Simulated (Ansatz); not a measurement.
Calculation: CAM-B3LYP-D3(BJ)/def2-TZVP // PBE0-D3(BJ)/def2-SVP (Ansatz, a quantum-chemistry and plane-wave program). All species are isolated molecules in the gas phase. One relaxed conformer stands for a flexible species; it need not be the lowest.  In the def2 sets, heavy atoms carry core potentials.

Reference species (SMILES): `[CH3][Sn]([Cl])([Cl])[Cl]` (neutral, multiplicity 1).

The LUMO is -1.24 eV and the HOMO–LUMO gap is 9.17 eV. The HOMO comes out as -10.41 eV.

After one change: the LUMO drops by 0.15 eV; the HOMO–LUMO gap falls by 2.13 eV; the HOMO increases by 1.98 eV.

Problem. Name the change that produced these shifts. The new species is one of these.
A. `FC(F)(F)[CH2][Sn]([Cl])([Cl])[Cl]`
B. `[Cl][Sn]([Cl])([Cl])[CH2]c1ccccc1` (Sn–C–C–C torsion 89°)
C. `C[CH](C)[Sn]([Cl])([Cl])[Cl]`
D. `C=C[CH2][Sn]([Cl])([Cl])[Cl]` (C–C–C–Sn torsion 99°)

Solution. B, `[Cl][Sn]([Cl])([Cl])[CH2]c1ccccc1` (Sn–C–C–C torsion 89°)
